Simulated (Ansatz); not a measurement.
GeH3S (`[SH][GeH2]`) radical. The species carries charge 0 and has multiplicity 2. Geometry: relaxed with PBE0-D4/def2-TZVP.

```xyz
5

S     1.380    0.495    0.438
Ge   -0.779    0.191    0.017
H     1.515   -0.651    1.125
H    -1.006   -1.255   -0.494
H    -1.110    1.221   -1.086
```

Question: What is the dipole moment at PBE/def2-TZVPP? (Best estimate.)

Answer: Computed: 0.90 D, with components (-0.44, -0.74, 0.25) D in this frame, pointing from negative to positive charge.

Question: And with r2SCAN, B3LYP, ωB97M-V? (Estimate.)

Answer: The calculation gave: r2SCAN 0.99 D, B3LYP 0.97 D, ωB97M-V 1.09 D.

Question: Give the Mulliken charges with PBE, r2SCAN, ωB97M-V in def2-TZVPP. (Best estimate.)

Answer: Ansatz gave: 
```json
{"atom": "S1", "PBE": "-0.26", "r2SCAN": "-0.28", "ωB97M-V": "-0.27"}
{"atom": "Ge2", "PBE": "0.13", "r2SCAN": "0.17", "ωB97M-V": "0.10"}
{"atom": "H3", "PBE": "0.12", "r2SCAN": "0.11", "ωB97M-V": "0.12"}
{"atom": "H4", "PBE": "0.00", "r2SCAN": "-0.01", "ωB97M-V": "0.02"}
{"atom": "H5", "PBE": "0.00", "r2SCAN": "0.00", "ωB97M-V": "0.02"}
```

B3LYP here is the variant with VWN-RPA as its local correlation; programs differ in this.
